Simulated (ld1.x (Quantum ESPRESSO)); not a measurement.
# V: one change to a TM potential, before and after

V, norm-conserving Troullier–Martins (Kleinman–Bylander form), made with ld1.x (Quantum ESPRESSO) 7.5 (PBE, scalar-relativistic). Core [Ne] 3s2, reference 3p6 3d3 4s2 4p0. Waves: 4s (bound): rc 3.05 bohr; 3p (bound): rc 1.55 bohr; 3d (bound): rc 1.75 bohr. Local part: the d channel. Core correction: a·sin(br)/r model core inside 1.00 bohr.

Change: wave 4s (bound): rc 3.05 bohr becomes 4s (bound): rc 2.84 bohr.

Cutoffs: the cutoffs (Ry, on a coarse ladder) from which the occupation-weighted sum of valence levels, in a spherical-Bessel basis at the reference potential, stays within 10 and 1 mRy of its value at 400 Ry; they do not see the model core or the augmentation charge, which bear on the density cutoff. Errors are all-electron minus pseudo energies relative to the spin-unpolarised reference configuration.

Question: Predict the effect on cutoff, ghosts and configuration errors.

Answer: The potential gets neither clearly harder nor softer (70 Ry and 90 Ry → 70 Ry and 90 Ry); both files keep a bound ghost (s); of the 7 tests that both files solve, the error grows in 2 and shrinks in 0 by more than 15 % and 0.3 meV (median size 95.9 → 95.3 meV).

```csv
quantity,base,changed
"cutoff, loose",70 Ry,70 Ry
"cutoff, tight",90 Ry,90 Ry
bound ghosts,s,s
"error for 3p6 3d3 4s1 4p0, meV [ΔE 7.73 eV]",-3.3,-3.4
"error for 3p6 3d3 4s0 4p0, meV [ΔE 22.03 eV]",-34,-30
"error for 3p6 3d2 4s0 4p0, meV [ΔE 50.93 eV]",+1.5,+44
"error for 3p6 3d3 4s0 4p1, meV [ΔE 11.84 eV]",-181,-178
"error for 3p5 3d3 4s2 4p0, meV [ΔE 50.95 eV]",-164,-196
"error for 3p6 3d2 4s2 4p1, meV [ΔE 5.78 eV]",-129,-143
"error for 3p6 3d3 4s1 4p1, meV [ΔE 3.35 eV]",-96,-95
```

Changed file: These tests converged, but a pseudo level misses the all-electron one widely, so the file describes the atom poorly there or has found another state: 3p6 3d2 4s0 4p0: empty 4s by 2.8 eV (a node warning on the way). A true bound ghost makes a file unfit for plane-wave use even where its test errors are small: the radial tests pick states by their node count and pass the ghost by.
